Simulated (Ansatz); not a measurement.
Stepwise reaction of `C[CH2][Cd][CH2]C` with hydrogen fluoride, as a gas-phase model of exchange steps in deposition or etching. ΔE in kJ/mol.

Gas-phase electronic energies from Ansatz, PBE0-D4/def2-TZVP geometries. CCSD(T)/CBS adds triple-zeta CCSD(T) − MP2 to the extrapolated MP2 energy (def2 sets, frozen cores). This one scheme is used for every species. DFT in def2-TZVPP. B3LYP here is the variant with VWN-RPA as its local correlation; programs differ in this. Elements past krypton have def2 core potentials. For Cd outer-core shells are correlated without core-valence functions, which leaves a few kJ/mol of doubt a bond. One conformer a species, not always the lowest.

```csv
step,reaction,PBE-D4,B3LYP-D4,ωB97M-V,CCSD(T)/CBS
2,`C[CH2][Cd][F]` + H–F → `[F][Cd][F]` + `CC`,-34.8,-43.0,-44.5,-37.6
```

(1) Give the row of step 1, `C[CH2][Cd][CH2]C` + H–F → `C[CH2][Cd][F]` + `CC`. (An estimate is asked.)

(2) By hand: ΔE of the 2 steps together at CCSD(T)/CBS.

Results:

(1) Computed: 
```tsv
step	reaction	PBE-D4	B3LYP-D4	ωB97M-V	CCSD(T)/CBS
1	`C[CH2][Cd][CH2]C` + H–F → `C[CH2][Cd][F]` + `CC`	-100.1	-107.7	-102.6	-94.9
```

(2) (-94.9) + (-37.6) = -132.5 kJ/mol, or -66.2 kJ/mol a step.

In ΔE each step is higher than the one before. All are downhill at CCSD(T)/CBS. PBE-D4 differs from CCSD(T)/CBS by -5.2 to 2.8 kJ/mol a step. Isolated molecules leave out the surface, adducts and barriers. Largest T1 diagnostic: 0.018.
